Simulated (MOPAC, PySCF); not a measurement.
Positional isomers: quinoline silyl+boryl. All species are isolated molecules in the gas phase. One relaxed conformer stands for each flexible species; it need not be the lowest. Strings in code marks are SMILES.

Quantity: electronic energy of isomers of C9H10BNSi relative to `Bc1cc([SiH3])c2ncccc2c1`, in eV. Semi-empirical values (MOPAC) are differences of heats of formation.

Level 1: B3LYP/3-21G // PBE-D3(BJ)/def2-SVP (PySCF)
Level 2: frozen-core MP2/6-31G* // PBE-D3(BJ)/def2-SVP (PySCF)
Level 3: AM1 // PBE-D3(BJ)/def2-SVP (MOPAC)
Level 4: PM3 // PBE-D3(BJ)/def2-SVP (MOPAC)

| species | level 1 | level 2 | level 3 | level 4 |
|---|---|---|---|---|
| `Bc1ccc([SiH3])c2cccnc12` | … | 0.220 | 0.147 | 0.134 |
| `Bc1cc([SiH3])cc2cccnc12` | 0.238 | 0.207 | … | 0.076 |
| `Bc1c([SiH3])ccc2ncccc12` | 0.347 | 0.259 | … | 0.096 |

Q: Fill in the missing entries.

A: 
- `Bc1ccc([SiH3])c2cccnc12`, level 1: 0.269
- `Bc1cc([SiH3])cc2cccnc12`, level 3: 0.026
- `Bc1c([SiH3])ccc2ncccc12`, level 3: 0.180
